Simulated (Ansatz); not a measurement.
`[OH][Ti]([SH])([Cl])[Cl]` + `COB(C)F` → `[OH][Ti]([F])([Cl])[Cl]` + `COB(C)S`  (redistribution)

Program: Ansatz. Geometries: PBE0-D4/def2-TZVP. ΔE: electronic, gas phase. CCSD(T)/CBS adds triple-zeta CCSD(T) − MP2 to the extrapolated MP2 energy (def2 sets, frozen cores). For Ti outer-core shells are correlated without core-valence functions, which leaves a few kJ/mol of doubt a bond. Scalar relativity is left out up to krypton. One conformer a species, not always the lowest.

| species | MP2/CBS(def2) energy (Eh) |
| --- | --- |
| `[OH][Ti]([SH])([Cl])[Cl]` | -2242.75403 |
| `COB(C)F` | -279.52552 |
| `[OH][Ti]([F])([Cl])[Cl]` | -1944.21626 |
| `COB(C)S` | -578.05656 |

Task: Work out ΔE.

Result: ΔE = (-1944.21626) + (-578.05656) − (-2242.75403) − (-279.52552) = 0.00673 Eh = +0.18 eV. CCSD(T)/CBS gives +0.11 eV.

Largest T1 diagnostic among the species: 0.026, so the coupled-cluster value is less sure than usual.

From PBE to PBE0 (25 % exact exchange), in def2-TZVPP and without D4, ΔE moves by +0.05 eV. At CCSD(T), def2-SVP lies −0.06 eV from the extrapolated value and def2-TZVPP −0.02 eV. Leaving LDA and LC-ωPBE aside and taking each functional with its dispersion term where it has one, the values, not all of them listed here, spread over 0.20 eV, from revPBE-D4 to B2PLYP. LDA lies +0.06 eV from PBE without D4.
